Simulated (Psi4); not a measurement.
BCl$_{2}$ (SMILES Cl[B]Cl), doublet, at a GFN2-xTB geometry; CCSD/6-31G* in Psi4.

Here is a job for Psi4.
```
memory 2 GB

molecule mol {
0 2
B    -0.010656    0.711357   -0.062668
Cl    1.485705   -0.084460   -0.014395
Cl   -1.482571   -0.124763    0.032827
}

set {
  basis 6-31g*
  reference uhf
  freeze_core true
}

energy('ccsd')
print_variables()
```

Q: What does Psi4 print? Leave out banner, timings and long lists.

A: 
```
   => Loading Basis Set <=

    Name: 6-31G*
    Role: ORBITAL
    Keyword: BASIS

         ---------------------------------------------------------
                                   SCF
               by Justin Turney, Rob Parrish, Andy Simmonett
                          and Daniel G. A. Smith
                              UHF Reference
         ---------------------------------------------------------

  ==> Geometry <==

    Molecular point group: cs
    Full point group: Cs

    Geometry (in Angstrom), charge = 0, multiplicity = 2:

       Center              X                  Y                   Z               Mass
    ------------   -----------------  -----------------  -----------------  -----------------
         B            0.707722039492     0.010561728331     0.000000000000    11.009305360000
         CL          -0.089256154749    -1.485959898724     0.000000000000    34.968852682000
         CL          -0.133557219016     1.482634731227     0.000000000000    34.968852682000

  Running in cs symmetry.

  Rotational constants: A =      2.64074  B =      0.10938  C =      0.10503 [cm^-1]
  Rotational constants: A =  79167.27429  B =   3279.19549  C =   3148.76998 [MHz]
  Nuclear repulsion =  104.568859798702078

  Charge       = 0
  Multiplicity = 2
  Electrons    = 39
  Nalpha       = 20
  Nbeta        = 19

  ==> Algorithm <==

  SCF Algorithm Type is PK.
  DIIS enabled.
  MOM disabled.
  Fractional occupation disabled.
  Guess Type is SAD.
  Energy threshold   = 1.00e-08
  Density threshold  = 1.00e-08
  Integral threshold = 1.00e-12

  ==> Primary Basis <==

  Basis Set: 6-31G*
    Blend: 6-31G*
    Number of shells: 22
    Number of basis functions: 53
    Number of Cartesian functions: 53
    Spherical Harmonics?: false
    Max angular momentum: 2

  ==> Integral Setup <==

  Using in-core PK algorithm.
   Calculation information:
      Number of atoms:                   3
      Number of AO shells:              22
      Number of primitives:             69
      Number of atomic orbitals:        53
      Number of basis functions:        53

      Integral cutoff                 1.00e-12
      Number of threads:                 1

  Performing in-core PK
  Using 2049192 doubles for integral storage.
  We computed 29661 shell quartets total.
  Whereas there are 32131 unique shell quartets.

  ==> DiskJK: Disk-Based J/K Matrices <==

    J tasked:                  Yes
    K tasked:                  Yes
[...]
  @UHF Final Energy:  -943.66425907791995
    Total Energy =                       -943.6642590779199509
[...]
              3  17         0.0080175118
              4   7         0.0077734933
              2   1         0.0076782504

    Largest TIJAB Amplitudes:
      8   6  23   1         0.0198901714
      7   3  23   1        -0.0161457708
      8   3  23   0        -0.0139510895
      8   5  29  12        -0.0138055978
      7   2  23   2         0.0123405510
      6   3   6   1        -0.0122834072
      7   6  23  11         0.0121788303
      8   5  23   0         0.0116226594
      7   6  23   4        -0.0113873602
      6   2   4   0        -0.0109390152

    Largest Tijab Amplitudes:
      6   3  24   2        -0.0153790960
      7   5  30  13        -0.0143583666
      6   4  24   0        -0.0142480751
      7   3  24   1        -0.0136747332
      5   3   1   0         0.0135413096
      6   2  24   1        -0.0120371468
      4   2   1   0         0.0120016782
      6   4  30  13        -0.0113784080
      7   3  24   0        -0.0111003178
      7   2  28   1         0.0109708036

    Largest TIjAb Amplitudes:
      7   6  23  24        -0.0364445713
      8   7  23  24        -0.0276767680
      2   2  23  24        -0.0268583623
      2   2   0   1        -0.0259498899
      3   3   1   2        -0.0224223875
      6   6  23   0        -0.0220085763
      7   4  23   0        -0.0217682944
      6   2  23  24        -0.0210722456
      7   2  23   1        -0.0195079262
      8   7  25  26        -0.0186994882

    SCF energy       (wfn)                    = -943.664259077919951
    Reference energy (file100)                = -943.664259077920633

    Opposite-spin MP2 correlation energy      =   -0.230599478616754
    Same-spin MP2 correlation energy          =   -0.087037101458166
    Singles MP2 correlation energy            =   -0.000000000000000
    MP2 correlation energy                    =   -0.317636580074921
      * MP2 total energy                      = -943.981895657995551

    Opposite-spin CCSD correlation energy     =   -0.261807623156535
    Same-spin CCSD correlation energy         =   -0.084403544259265
    Singles CCSD correlation energy           =   -0.000000000000000
    CCSD correlation energy                   =   -0.346211167415800
      * CCSD total energy                     = -944.010470245336478

  Variable Map:
  ----------------------------------------------------------------------------
[...]
  Array Variable Map:
  ----------------------------------------------------------------------------
[...]
[...]
```
